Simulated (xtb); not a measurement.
O2Se, SMILES O=[Se]=O. All values are semi-empirical tight-binding results from xtb (GFN2-xTB unless named), good for trends rather than for accurate numbers. The structure is a stationary point at GFN2-xTB.

Optimised geometry:

```xyz
3

O      0.0000    -1.2793     0.6160
Se     0.0000     0.0000    -0.2899
O      0.0000     1.2793     0.6160
```

Computed properties:
The point group as xtb finds it comes out as C2v and the orbital gap comes out as 2.50 eV. The zero-point energy is 3.1 kcal/mol, the G − E(el) at 298.15 K (modified RRHO) comes out as -12.9 kcal/mol and the static polarisability (D4 model) comes out as 37.6 bohr³. The solvation energy, GFN2-xTB/ALPB(water) is -3.2 kcal/mol. The solvation energy, GFN2-xTB/ALPB(ether) is -2.7 kcal/mol.

Q: Give the atomic charges and the Wiberg bond orders between heavy atoms. (The exact figures need the calculation; the answer reports its results.)

A: charges (e) O1 -0.33, Se2 0.66, O3 -0.33. Bond orders O1–Se2 1.95, Se2–O3 1.95.
